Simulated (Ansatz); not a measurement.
# A ladder of methods for SnH3 (SMILES [SnH3])

SnH3 has 4 atoms, charge 0, and is taken as a doublet. As SMILES, `[SnH3]`. Geometry: relaxed at PBE0-D4/def2-TZVP.

```csv
atom,x (Å),y (Å),z (Å)
Sn,0.2802,-0.2116,-0.2717
H,1.0552,0.0110,1.2417
H,-1.1250,-1.1722,-0.0640
H,-0.1549,1.3125,-0.9263
```

Quantity: the energy change with the Sn1–H2 bond stretched from 1.715 to 3.430 Å, in eV. The values are calculated.

```csv
level,kind,program,value (eV),less FCI/STO-3G,CPU time (all runs)
UHF/STO-3G,Hartree–Fock,Ansatz,3.84,-0.30,1.8 s
USVWN5/STO-3G,LDA,Ansatz,4.83,+0.69,4.1 s
U-revPBE/STO-3G,GGA,Ansatz,4.36,+0.22,8.3 s
UPBE/STO-3G,GGA,Ansatz,4.43,+0.29,8.1 s
U-r2SCAN/STO-3G,meta-GGA,Ansatz,4.49,+0.35,17 s
UB3LYP/STO-3G,global hybrid,Ansatz,4.42,+0.28,6.9 s
UPBE0/STO-3G,global hybrid,Ansatz,4.42,+0.28,7.9 s
UMP2/STO-3G,perturbation theory,Ansatz,4.07,-0.07,1.6 s
UCCSD(T)/STO-3G,coupled cluster or CI,Ansatz,4.14,0.00,1.9 s
FCI/STO-3G,exact in the basis,Ansatz,4.14,0.00,3.2 s
```

FCI/STO-3G is exact within its basis and frozen core, so for wave-function methods in that basis the difference is their error; functionals converge differently with the basis, so for them it is only a difference. All-electron rows without a relativistic Hamiltonian named are non-relativistic. The first shape isn't each level's own minimum. The values span 3.84 to 4.83 eV. Spin contamination of the reference (⟨S²⟩ at least 0.1 too high) touches UHF/STO-3G, USVWN5/STO-3G, U-revPBE/STO-3G, UPBE/STO-3G, U-r2SCAN/STO-3G, UB3LYP/STO-3G, UPBE0/STO-3G, UMP2/STO-3G, UCCSD(T)/STO-3G. All rows use very small basis sets, so even the best lies far from the true value. In the correlated wave-function rows the outer d shell of Sn is correlated, in sets not made for it. Times are those of the runs behind each value, whatever else they computed, on shared processors of several kinds: orders of magnitude only.
